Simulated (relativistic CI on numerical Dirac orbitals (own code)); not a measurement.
## Electric-dipole lines of Bi75+

These numbers are calculated, not measured: Dirac-Coulomb-Breit CI, separate exchange-only KLI orbitals for each configuration, model QED (radiative potential, 1s self-energy scaled to tabulated hydrogen-like ionisation energies), unscaled Slater integrals (own radial code, finite nucleus).

Configuration list (outside the closed core 1s2): 2s²2p⁴, 2s2p⁵, 2p⁶, 2s²2p³3s, 2p⁵3s, 2s²2p³3p, 2p⁵3p, 2p⁵3d, 2s²2p³3d, 2s2p⁴3s, 2s2p⁴3p, 2s2p⁴3d, 2s²2p³4s, 2s²2p³4p, 2s²2p³4d, 2s²2p³4f, 2s²2p²3s², 2s²2p²3s3p, 2s²2p³5s, 2s2p⁴4s, 2s²2p²3s3d, 2s²2p³5p, 2s²2p²3p², 2s²2p³5d, 2s²2p³5f, 2s²2p³5g, 2s2p⁴4p, 2s2p⁴4d, 2s²2p²3p3d, 2s2p⁴4f, 2s2p³3s², 2s²2p²3d², 2s2p³3s3p, 2s2p³3s3d, 2s2p³3p², 2s2p³3p3d. Levels of other configurations are missing.

```
λ vac (nm)               Lower                Upper   A (s⁻¹)        gf  Branching (%)
   0.07785      2s²2p⁴ ³P2 [1]  2s²2p³4d ³D°3 [133]  1.33e+15  8.47e-01           85.1
   0.08655      2s²2p⁴ ¹D2 [4]  2s²2p³3d ³F°3 [166]  2.28e+15  1.79e+00           99.8
   0.08671      2s²2p⁴ ³P2 [1]   2s²2p³3d ³P°1 [68]  2.85e+15  9.64e-01           85.6
   0.08676      2s²2p⁴ ³P2 [1]   2s²2p³3d ³D°2 [67]  2.75e+15  1.55e+00           96.4
   0.08677      2s²2p⁴ ¹S0 [2]   2s²2p³3d ³D°1 [70]  2.91e+15  9.87e-01           97.4
   0.08678      2s²2p⁴ ³P2 [1]   2s²2p³3d ³F°3 [66]  2.54e+15  2.01e+00           96.7
   0.08688      2s2p⁵ ³P°2 [5]    2s2p⁴3d ³D2 [196]  2.67e+15  1.51e+00           94.9
   0.08690      2s2p⁵ ³P°2 [5]    2s2p⁴3d ³F3 [195]  2.01e+15  1.60e+00           98.0
   0.08691      2s2p⁵ ³P°2 [5]    2s2p⁴3d ³P1 [194]  2.81e+15  9.54e-01           95.2
   0.08692      2s2p⁵ ¹P°1 [6]    2s2p⁴3d ³P1 [203]  2.92e+15  9.92e-01           96.6
   0.08696      2s2p⁵ ¹P°1 [6]    2s2p⁴3d ³F2 [201]  2.79e+15  1.58e+00           97.0
   0.08955      2s²2p⁴ ³P2 [1]    2s2p⁴3p ³D°3 [45]  8.40e+14  7.07e-01           98.5
   0.10236      2s²2p⁴ ³P1 [3]   2s²2p³3d ³P°2 [81]  1.55e+15  1.22e+00           86.5
   0.10249      2s²2p⁴ ¹D2 [4]   2s²2p³3d ³F°3 [82]  1.79e+15  1.97e+00           99.8
   0.10255      2s²2p⁴ ³P0 [7]  2s²2p³3d ³D°1 [174]  4.82e+15  2.28e+00           98.6
   0.10258      2s2p⁵ ³P°2 [5]    2s2p⁴3d ³D3 [111]  2.16e+15  2.39e+00           97.5
   0.10270      2s2p⁵ ³P°1 [9]    2s2p⁴3d ³D2 [218]  3.72e+15  2.94e+00           98.0
   0.10272      2s²2p⁴ ³P1 [3]   2s²2p³3d ³S°1 [78]  2.16e+15  1.03e+00           66.2
   0.10281      2s²2p⁴ ¹D2 [4]   2s²2p³3d ¹D°2 [80]  3.07e+15  2.43e+00           96.8
   0.10283      2s²2p⁴ ³P1 [3]   2s²2p³3d ³D°2 [77]  2.86e+15  2.26e+00           93.2
   0.10284      2s²2p⁴ ¹D2 [4]   2s²2p³3d ¹F°3 [79]  2.69e+15  2.98e+00           99.7
   0.10284      2s²2p⁴ ³P2 [1]   2s²2p³3d ³D°3 [25]  3.76e+15  4.18e+00          100.0
   0.10299      2s²2p⁴ ³P2 [1]   2s²2p³3d ³D°2 [24]  1.67e+15  1.33e+00          100.0
   0.10317      2s2p⁵ ¹P°1 [6]    2s2p⁴3d ¹D2 [114]  3.90e+15  3.12e+00           95.0
   0.10330      2s2p⁵ ³P°0 [8]    2s2p⁴3d ³D1 [207]  2.83e+15  1.36e+00           92.9
   0.10331      2s2p⁵ ³P°1 [9]    2s2p⁴3d ¹P1 [211]  3.01e+15  1.45e+00           81.8
   0.10332      2s2p⁵ ¹P°1 [6]    2s2p⁴3d ¹P1 [113]  2.58e+15  1.24e+00           97.4
   0.10333      2s²2p⁴ ¹S0 [2]   2s²2p³3d ³D°1 [26]  2.32e+15  1.12e+00           91.6
   0.10333      2s2p⁵ ³P°2 [5]    2s2p⁴3d ³P2 [108]  3.07e+15  2.46e+00           93.2
   0.10342        2p⁶ ¹S0 [10]     2p⁵3d ¹P°1 [268]  4.86e+15  2.34e+00           97.7
   0.10344      2s2p⁵ ³P°2 [5]    2s2p⁴3d ³D3 [107]  2.17e+15  2.43e+00           98.5
   0.29548   2s²2p³3p ³D3 [15]  2s²2p³4d ³F°4 [131]  2.34e+14  2.75e+00           99.3
   0.30331  2s²2p³3d ³D°2 [19]   2s²2p³4f ³F3 [135]  3.73e+14  3.60e+00           74.8
   0.30332  2s²2p³3d ³G°4 [65]   2s²2p³4f ³H5 [313]  4.51e+14  6.85e+00           92.8
   0.30381  2s²2p³3d ³F°3 [20]   2s²2p³4f ³G4 [136]  4.49e+14  5.59e+00           91.6
   0.31307  2s²2p³3d ⁵D°4 [71]   2s²2p³4f ⁵F5 [319]  4.62e+14  7.47e+00           98.1
   0.31317  2s²2p³3d ³F°4 [73]   2s²2p³4f ³G5 [327]  3.98e+14  6.44e+00           84.1
   0.31325   2s2p⁴3d ⁵F5 [103]   2s2p⁴4f ⁵G°6 [375]  4.66e+14  8.92e+00           97.3
   0.31333  2s²2p³3d ³G°5 [74]   2s²2p³4f ³H6 [326]  4.67e+14  8.93e+00           99.7
   0.31350  2s²2p³3d ³F°4 [23]   2s²2p³4f ³G5 [140]  4.70e+14  7.62e+00           99.7
   0.31460  2s²2p³3d ³D°2 [24]   2s²2p³4f ³F3 [141]  3.85e+14  4.00e+00           79.0
   0.31610  2s²2p³3d ³D°3 [25]   2s²2p³4f ³F4 [139]  4.20e+14  5.66e+00           86.0
   0.31693  2s²2p³3d ³D°1 [26]   2s²2p³4f ¹D2 [142]  3.75e+14  2.82e+00           77.2
   0.68598  2s²2p³4f ³G4 [136]  2s²2p³5g ³H°5 [252]  1.39e+14  1.08e+01           94.5
   0.69450  2s²2p³4f ³G5 [140]  2s²2p³5g ³H°6 [257]  1.42e+14  1.33e+01           98.3
```

Terms are leading LS components. Brackets give the number of a level in order of energy, since labels repeat. The list gives strong lines, with weight on those to low levels, without lines whose two gauges differ by over a factor of 2.5, among the lowest 400 of 1883 levels, so that lines to higher ones, which can be the strongest, are missing. Levels whose partners in the same complex of configurations lie outside the list can be far off, and so can their lines. Rates are taken at the computed energies, electric ones in the length gauge.

At this charge energies of transitions that change n are usually good to better than 1 %, and those within a shell (Δn = 0) to a few per cent.

LS names give the leading component of a level, which can be under half, so a name can repeat, a term be missing and a line seem to break the LS rules.
